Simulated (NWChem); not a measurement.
BNH₂BrF; SMILES NB(F)Br

```xyz
6

B     -0.0100     0.9321     0.0000
F     -1.1745     1.5693     0.0000
Br    -0.0243    -0.9989     0.0000
N      1.1881     1.6343     0.0000
H      2.0910     1.1825     0.0000
H      1.2106     2.6462     0.0000
```
Atoms are numbered in this order, from 1.

Results from NWChem. Pople sets run with spherical d functions. Coordinates come from a PBE0/def2-SVP optimisation. B3LYP is NWChem's, with the RPA form of VWN correlation. GIAO values for the isolated, static molecule; σ is the absolute isotropic shielding, δ = σ(reference) − σ with the isolated reference molecule computed at the same levels (11B: boron trifluoride, 19F: trichlorofluoromethane, 1H: tetramethylsilane, 15N: ammonia). Spin-orbit effects, on the heavy nuclei and on their neighbours, are missing.

What does the run give for B3LYP/6-31G*? Quantities: δ B1 (ppm); δ F2 (ppm); σ Br3 (ppm); δ N4 (ppm); δ H5 (ppm); δ H6 (ppm).

The δ B1 (ppm) is 17.9, the δ F2 (ppm) is -79.1 and the σ Br3 (ppm) is 2624.4. The δ N4 (ppm) is 66.5 and the δ H5 (ppm) is 2.54. The δ H6 (ppm) is 2.51.
